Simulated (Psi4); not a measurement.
F$_{6}$Ta (SMILES [F][Ta-]([F])([F])([F])([F])[F]), charge -1, singlet, at a GFN2-xTB geometry (such geometries of metal compounds can be far from the true shape) (core potentials on Ta) (a gas-phase anion, which may not be bound at this level), with bond 5-1 at 2.0 times its length; B3LYP/def2-SVP in Psi4 1.11.

The Psi4 input:
```
memory 2 GB

molecule mol {
-1 1
  Ta   -0.000000    0.000000   -0.000000
  F     1.110321   -0.494437   -1.406239
  F    -1.110321    0.494437    1.406239
  F    -1.175320    0.788125   -1.205102
  F    -1.833683   -3.218186   -0.316296
  F     0.916842    1.609093    0.158148
  F     1.175320   -0.788125    1.205102
}

set basis def2-svp
set reference rks
set dft_nuclear_scheme stratmann

energy('b3lyp')
print_variables()
```

Q: Predict the main parts of the log of this Psi4 run.

A: 
```
   => Loading Basis Set <=

    Name: DEF2-SVP
    Role: ORBITAL
    Keyword: BASIS

    !!!  WARNING: ECP capability is in beta. Please check occupations closely.  !!!

         ---------------------------------------------------------
                                   SCF
               by Justin Turney, Rob Parrish, Andy Simmonett
                          and Daniel G. A. Smith
                              RKS Reference
         ---------------------------------------------------------

  ==> Geometry <==

    Molecular point group: c1
    Full point group: C1

    Geometry (in Angstrom), charge = -1, multiplicity = 1:

       Center              X                  Y                   Z               Mass
    ------------   -----------------  -----------------  -----------------  -----------------
         TA           0.059058142587     0.103649426486     0.010187074022   180.947995800000
         F            1.169379142587    -0.390787573514    -1.396051925978    18.998403162730
         F           -1.051262857413     0.598086426486     1.416426074022    18.998403162730
         F           -1.116261857413     0.891774426486    -1.194914925978    18.998403162730
         F           -1.774624857413    -3.114536573514    -0.306108925978    18.998403162730
         F            0.975900142587     1.712742426486     0.168335074022    18.998403162730
         F            1.234378142587    -0.684475573514     1.215289074022    18.998403162730

  Running in c1 symmetry.

  Rotational constants: A =      0.06421  B =      0.03703  C =      0.03703 [cm^-1]
  Rotational constants: A =   1924.94620  B =   1110.18522  C =   1110.18507 [MHz]
  Nuclear repulsion =  385.657868128001212

  Charge       = -1
  Multiplicity = 1
  Electrons    = 68
  Nalpha       = 34
  Nbeta        = 34

  ==> Algorithm <==

  SCF Algorithm Type is DF.
  DIIS enabled.
  MOM disabled.
  Fractional occupation disabled.
  Guess Type is SAD.
  Energy threshold   = 1.00e-06
  Density threshold  = 1.00e-06
  Integral threshold = 1.00e-12

  ==> Primary Basis <==

  Basis Set: DEF2-SVP
    Blend: DEF2-SVP
    Number of shells: 48
    Number of basis functions: 116
    Number of Cartesian functions: 127
    Spherical Harmonics?: true
    Max angular momentum: 3

  Core potential: DEF2-SVP
    Number of shells: 4
    Number of ECP primitives: 10
    Number of ECP core electrons: 60
    Max angular momentum: 3

  ==> DFT Potential <==

   => LibXC <=

    Version 7.1.2
[...]
   @DF-RKS iter  10:  -655.95617661572737   -2.46869e-04   3.02281e-05 DIIS
   @DF-RKS iter  11:  -655.95618067445639   -4.05873e-06   1.00105e-05 DIIS
   @DF-RKS iter  12:  -655.95618139282976   -7.18373e-07   2.00274e-06 DIIS
   @DF-RKS iter  13:  -655.95618142348656   -3.06568e-08   1.16163e-06 DIIS
   @DF-RKS iter  14:  -655.95618143130878   -7.82222e-09   6.47258e-07 DIIS
  Energy and wave function converged.

  ==> Post-Iterations <==

   Electrons on quadrature grid:
      Ntotal   =   67.9999908179 ; deviation = -9.182e-06

    Orbital Energies [Eh]
    ---------------------

    Doubly Occupied:

[...]
      34A     -0.027623

    Virtual:

[...]
     116A    641.605238

    Final Occupation by Irrep:
              A
    DOCC [    34 ]
    NA   [    34 ]
    NB   [    34 ]

  @DF-RKS Final Energy:  -655.95618143130878

   => Energetics <=

    Nuclear Repulsion Energy =            385.6578681280012120
    One-Electron Energy =               -1712.6898597910080753
    Two-Electron Energy =                 727.6240750616179866
    DFT Exchange-Correlation Energy =     -56.5482648299197947
    Empirical Dispersion Energy =           0.0000000000000000
    VV10 Nonlocal Energy =                  0.0000000000000000
    Total Energy =                       -655.9561814313087780

Computation Completed

Properties will be evaluated at   0.000000,   0.000000,   0.000000 [a0]

Properties computed using the SCF density matrix

 Multipole Moments:

 ------------------------------------------------------------------------------------
     Multipole            Electronic (a.u.)      Nuclear  (a.u.)        Total (a.u.)
 ------------------------------------------------------------------------------------

 L = 1.  Multiply by 2.5417464519 to convert [e a0] to [Debye]
 Dipole X            :          9.8665503           -8.1157566            1.7507937
 Dipole Y            :         17.3161935          -14.2434808            3.0727128
 Dipole Z            :          1.7019037           -1.3999054            0.3019983
 Magnitude           :                                                    3.5493725

 ------------------------------------------------------------------------------------

  Variable Map:
  ----------------------------------------------------------------------------
[...]
  Array Variable Map:
  ----------------------------------------------------------------------------
[...]
[...]
```
